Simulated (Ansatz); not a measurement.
Cartesian coordinates in Å:
```
C 1.097 1.642 -0.993
C 1.013 0.369 -0.603
N -0.041 -0.226 0.084
Si -1.431 0.721 0.521
Ge 0.144 -2.029 0.475
H 1.975 1.986 -1.522
H 0.315 2.370 -0.804
H 1.844 -0.296 -0.835
H -1.054 1.853 1.410
H -2.360 -0.189 1.233
H -2.100 1.284 -0.682
H -1.112 -2.465 1.233
H 1.410 -2.217 1.329
H 0.301 -2.805 -0.845
```

Total charge 0; spin multiplicity 1.

Problem. List the r2SCAN/def2-TZVPP orbital energies in eV (Ansatz). (Estimate.)

Solution. The calculation gave: Occupied: -10834.65, -1791.21, -1349.73, -1199.79, -1199.78, -1199.77, -385.52, -274.12, -272.51, -167.94, -141.64, -117.66, -117.62, -117.60, -96.52, -96.49, -96.48, -31.00, -30.93, -30.90, -30.85, -30.84, -23.47, -19.00, -15.36, -14.83, -12.98, -11.94, -11.26, -9.99, -9.50, -9.12, -8.82, -8.75, -8.38, -7.95, -5.37. Lowest empty: -0.44, -0.35, 0.43, 0.70, 1.08, 1.18, 1.33, 1.87.
